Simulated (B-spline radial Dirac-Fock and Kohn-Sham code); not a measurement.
**Core and valence levels of Pm⁶⁺**

System: Pm⁶⁺ in the configuration [Kr] 4d10 4f3 5s2 5p4; nuclear rms radius 4.962 fm (A = 145).

These are calculated numbers from a radial atomic solver; the model is multi-electron Dirac-Fock with separately optimised hole states, Breit and Lamb-shift corrections added in first order. The model has no electron correlation. Energies are counted from the vacuum level. Subshells whose hole state is unreliable or did not converge are left out.

All terms are in eV, carry their sign (relaxation lowers the binding energy) and add up to the binding energy; ⟨r⟩ is the mean radius of the orbital in the initial state.

| subshell | −ε (Koopmans) | relaxation | Breit | self-energy | vacuum polarisation | binding energy | ⟨r⟩ (bohr) |
| --- | --- | --- | --- | --- | --- | --- | --- |
| K (1s) | 45534.3 | -70.85 | -121.53 | -74.21 | 11.60 | 45279.3 | 0.023 |
| L1 (2s) | 7589.5 | -37.93 | -12.41 | -9.76 | 1.42 | 7530.8 | 0.098 |
| L2 (2p1/2) | 7173.1 | -41.90 | -20.70 | 0.40 | 0.00 | 7110.9 | 0.083 |
| L3 (2p3/2) | 6611.3 | -40.01 | -13.30 | -0.46 | -0.07 | 6557.4 | 0.089 |
| M1 (3s) | 1773.1 | -17.05 | -2.01 | -2.11 | 0.30 | 1752.2 | 0.259 |
| M2 (3p1/2) | 1594.0 | -17.75 | -3.52 | 0.07 | 0.00 | 1572.8 | 0.249 |
| M3 (3p3/2) | 1478.6 | -16.96 | -2.04 | -0.09 | -0.02 | 1459.5 | 0.262 |
| M4 (3d3/2) | 1171.6 | -18.92 | -1.32 | 0.19 | -0.02 | 1151.6 | 0.233 |
| M5 (3d5/2) | 1147.0 | -18.59 | -0.74 | 0.12 | -0.02 | 1127.7 | 0.237 |
| N1 (4s) | 443.2 | -5.45 | -0.38 | -0.48 | 0.07 | 436.9 | 0.590 |
| N2 (4p1/2) | 372.5 | -5.23 | -0.67 | 0.03 | 0.00 | 366.6 | 0.606 |
| N4 (4d3/2) | 228.7 | -4.50 | -0.14 | 0.05 | -0.01 | 224.1 | 0.673 |
| N5 (4d5/2) | 224.1 | -4.36 | -0.02 | 0.03 | 0.00 | 219.7 | 0.683 |
| N6,7 (4f) | 94.68 | -3.09 | 0.12 | 0.03 | 0.00 | 91.73 | 0.828 |
| O1 (5s) | 123.6 | -0.60 | -0.07 | -0.09 | 0.01 | 122.8 | 1.347 |
| O2,3 (5p) | 98.72 | -0.48 | -0.07 | 0.00 | 0.00 | 98.17 | 1.510 |

For the deepest level, K (1s), the Breit terms make up -0.268 % of the binding energy, QED -0.138 % and orbital relaxation -0.156 %.

Spin-orbit splittings: 2p 553.5 eV, 3p 113.3 eV, 3d 23.82 eV, 4d 4.44 eV.

Going to the tabulated ground configuration of the next ion removes an electron from O2,3 (5p), computed at 98.17 eV. NIST lists 101 ± 5 eV as the ionisation energy of this species (theoretical), +2.83 eV from the computed value, within the stated uncertainty.
